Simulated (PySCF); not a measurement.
The same groups moved round the core (furan mercapto+boryl). All species are isolated molecules in the gas phase. One relaxed conformer stands for each flexible species; it need not be the lowest. Strings in code marks are SMILES.

The HOMO–LUMO gap from two functionals at the same geometries (PBE0-D3(BJ)/def2-SVP), both in PySCF: PBE-D3(BJ)/def2-TZVP and PBE0-D3(BJ)/def2-TZVP. 

| species | PBE-D3(BJ)/def2-TZVP (eV) |
|---|---|
| `Bc1cc(S)co1` | 3.06 |
| `c1(ccc(B)o1)S` | 2.98 |
| `Bc1ccoc1S` | 2.85 |
| `c1c(B)coc1S` | 3.22 |
| `Bc1cocc1S` | 2.59 |
| `c1c(S)c(oc1)B` | 2.90 |

Problem. What does PBE0-D3(BJ)/def2-TZVP give for each?

Solution. 
- `Bc1cc(S)co1`: 5.03
- `c1(ccc(B)o1)S`: 4.68
- `Bc1ccoc1S`: 4.66
- `c1c(B)coc1S`: 5.16
- `Bc1cocc1S`: 4.53
- `c1c(S)c(oc1)B`: 4.70
Over these rows, drawn at random from the members with no instability flagged (it was tested for open shells, ions and some series alone), PBE minus PBE0-D3(BJ): mean -1.86 eV, from -1.97 eV to -1.70 eV.
